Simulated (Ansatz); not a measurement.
Molecule: BN, net charge 0, triplet state. 
Geometry from a B3LYP-D3(BJ)/def2-TZVP (Ansatz, a program for electronic structure) optimisation:
```
B
N 1 1.3180
```
Charge 0, spin multiplicity 3.

Basis-set convergence of Hartree-Fock and MP2 correlation energies (hartree) with Ansatz. Valence correlation only, unless marked. UHF or UKS for open shells. Spin-orbit coupling is left out. Non-relativistic.

```json
[
 {"basis": "cc-pVDZ", "functions": "28", "E(HF)": "-78.99688", "E(corr, MP2)": "-0.17674"},
 {"basis": "cc-pVTZ", "functions": "60", "E(HF)": "-79.01511", "E(corr, MP2)": "-0.21964"},
 {"basis": "cc-pVQZ", "functions": "110", "E(HF)": "-79.02066", "E(corr, MP2)": "-0.23583"},
 {"basis": "cc-pV5Z", "functions": "182", "E(HF)": "-79.02174", "E(corr, MP2)": "-0.24243"}
]
```

Extrapolating the two largest sets (X = 4 and 5) as X^-3: E(corr) = (125·(-0.24243) - 64·(-0.23583))/61 = -0.2494 Eh, an estimate of the basis-set limit. The largest set recovers 97.2 % of it, the smallest 70.9 %.
